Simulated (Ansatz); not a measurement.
Ansatz results at the PBE0-D4/def2-TZVP geometry: HOMO energy (PBE0/def2-TZVPP) -7.52 eV; HOMO–LUMO gap (ωB97M-V/def2-TZVPP) 9.04 eV; size of the dipole moment (PBE/def2-TZVPP) 2.95 D.

Each molecule was computed in one conformer, which needn't be the lowest.

**Question.** Which molecule gave them?
A. `B/C=C(\F)C=C`
B. `C=C=C(F)BC`
C. `[AlH2][CH]1[SiH2]B1[SiH3]`
D. `CC(N)=C=O`

**Answer.** A. The others give `C=C=C(F)BC`: -7.74, 10.21, 1.44; `[AlH2][CH]1[SiH2]B1[SiH3]`: -7.06, 9.06, 1.03; `CC(N)=C=O`: -6.31, 9.98, 1.14.
